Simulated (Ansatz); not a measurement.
AlF₂H₃OSiZn (`[F][Al]([F])[Zn][O][SiH3]`). The species carries charge 0 and has multiplicity 1.

```xyz
9

F    -0.408    3.568   -2.503
Al   -0.744    1.959   -2.486
F    -1.354    1.305   -3.865
Zn   -0.349    0.607   -0.519
O    -0.102   -0.351    0.948
Si    0.574   -1.492    1.875
H     0.291   -2.858    1.347
H     2.056   -1.330    1.941
H     0.036   -1.409    3.261
```

Task: List the harmonic frequencies (cm⁻¹, unscaled) at PBE0-D4/def2-TZVP in Ansatz. (Best estimate.)

Result: Ansatz gave: 10i, 7i, 31, 70, 95, 140, 176, 222, 312, 468, 726, 729, 786, 910, 956, 958, 992, 1071, 2188, 2194, 2211.
